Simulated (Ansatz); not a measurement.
This geometry of BF3 + H2 (6 atoms, charge 0, multiplicity 1) is a first-order saddle point.

Level of theory: RKS PBE0-D4/def2-SVP (Ansatz).

```xyz
6
Properties=species:S:1:pos:R:3
B 0.014 -0.260 0.008
F 0.014 0.072 1.578
F 1.152 0.146 -0.531
F -1.145 0.100 -0.521
H 0.041 -1.562 0.329
H 0.035 -1.022 1.272
```

**Question.** Which two structures does it join? (They come from a converged band through this point; their orientation in space is the band's.)

**Answer.** Bonds broken: B1–F2, H5–H6. Bonds formed: B1–H5, F2–H6. BF3 + H2 becomes BF2H + FH.

Initial state:

```xyz
6
Properties=species:S:1:pos:R:3
B -0.009 0.418 0.026
F -0.015 0.805 1.278
F 1.128 0.266 -0.608
F -1.140 0.206 -0.601
H 0.086 -2.273 0.676
H 0.062 -1.947 1.363
```

Final state:

```xyz
6
Properties=species:S:1:pos:R:3
B -0.004 -0.407 -0.429
F -0.035 -0.093 1.839
F 1.137 0.228 -0.605
F -1.124 0.253 -0.639
H -0.017 -1.601 -0.267
H 0.154 -0.907 2.236
```

**Question.** How far does it lie above each of them?

**Answer.** 1.91 eV above the first and 0.68 eV above the second. This is the barrier of this one path; another mechanism may lie lower. The orbitals stay closed-shell, which can raise the energy where a bond breaks towards radicals; this wasn't checked here.

Time of the run: 3.5 min on 1 thread of Arm Neoverse V1, with other jobs on the host, peak memory 0.12 GiB.
